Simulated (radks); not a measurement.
Isoelectronic series with 7 electrons, all held in the configuration [He] 2s2 2p3, which need not be the ground one along the series. All-electron calculation, Dirac Kohn-Sham, PBE, spin-unpolarised, spherical densities, point nucleus; open shells fill j = l - 1/2 first. Program: a radial shooting solver on a logarithmic mesh with Libxc functionals. Total energies (hartree) and orbital eigenvalues (hartree):

[
 {"ion": "N", "E (hartree)": "-54.45374", "2p3/2": "-0.26014", "2p1/2": "-0.26084"},
 {"ion": "P8+", "E (hartree)": "-305.87262", "2p3/2": "-12.53555", "2p1/2": "-12.57912"},
 {"ion": "V16+", "E (hartree)": "-768.99814", "2p3/2": "-40.91019", "2p1/2": "-41.22269"},
 {"ion": "Ga24+", "E (hartree)": "-1448.86415", "2p3/2": "-85.36055", "2p1/2": "-86.53161"},
 {"ion": "Ag40+", "E (hartree)": "-3493.12822", "2p3/2": "-222.8849", "2p1/2": "-230.0615"},
 {"ion": "Cs48+", "E (hartree)": "-4883.2492", "2p3/2": "-316.2711", "2p1/2": "-330.5343"},
 {"ion": "Eu56+", "E (hartree)": "-6543.3568", "2p3/2": "-426.3542", "2p1/2": "-452.3356"},
 {"ion": "Lu64+", "E (hartree)": "-8499.7988", "2p3/2": "-553.4001", "2p1/2": "-597.8261"}
]
